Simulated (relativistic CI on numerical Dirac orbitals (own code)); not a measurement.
# Eu²⁺ (4f7) in a crystal field

Calculated by Dirac-Coulomb-Breit CI, orbitals from a KLI potential per configuration, model QED (radiative potential, 1s self-energy scaled to tabulated hydrogen-like ionisation energies), valence Slater integrals scaled by 0.8, one configuration in a parametric crystal field (own radial code).

Field parameters in Wybourne normalisation. The field is a parameter set, without covalency.

S and J are read from ⟨S²⟩ = S(S + 1) and ⟨J²⟩ = J(J + 1) of each level; they are not fictitious spins.

D4h, B20 = -270, B40 = 1190, B44 = 70, B60 = -220, B64 = -250 cm⁻¹, the lowest 10 levels:

```csv
E (cm⁻¹),Degeneracy,Irrep,S,J
0.0,2,Γ6,3.48,3.50
0.0,2,Γ7,3.48,3.50
0.1,2,Γ7,3.48,3.50
0.3,2,Γ6,3.48,3.50
26329,2,Γ6,2.45,3.51
26330,2,Γ7,2.45,3.50
26339,2,Γ7,2.45,3.50
26374,2,Γ6,2.45,3.51
26782,2,Γ7,2.48,2.51
26788,2,Γ6,2.48,2.51
```

Principal g values of the ground doublet: 1.99, 7.98, 7.98.

D3h, B20 = 160, B40 = 20, B60 = -400, B66 = -100 cm⁻¹, the lowest 16 levels:

```tsv
E (cm⁻¹)	Degeneracy	S	J
0.0	2	3.48	3.50
0.1	2	3.48	3.50
0.1	2	3.48	3.50
0.2	2	3.48	3.50
26328	2	2.45	3.51
26343	2	2.45	3.51
26355	2	2.45	3.50
26359	2	2.45	3.50
26792	2	2.48	2.51
26799	2	2.48	2.51
26803	2	2.48	2.52
27232	2	2.48	1.52
27242	2	2.48	1.53
28757	2	2.44	3.50
28758	2	2.44	3.50
28763	2	2.44	3.50
```

Principal g values of the ground doublet: 0.01, 0.01, 13.96.

The next free-ion level lies 26350 cm⁻¹ above the lowest; the field splits the ground level into components whose J stays near 7/2 as long as their spread is small against that gap.

Levels of this model without a field, named by their leading LS term (the scale mimics covalency, so terms lie below those of the real free ion): 8S°_7/2 0, 6P°_7/2 26350, 6P°_5/2 26802, 6P°_3/2 27242, 6I°_7/2 28760, 6I°_9/2 29045, 6I°_17/2 29119, 6I°_11/2 29277 cm⁻¹.
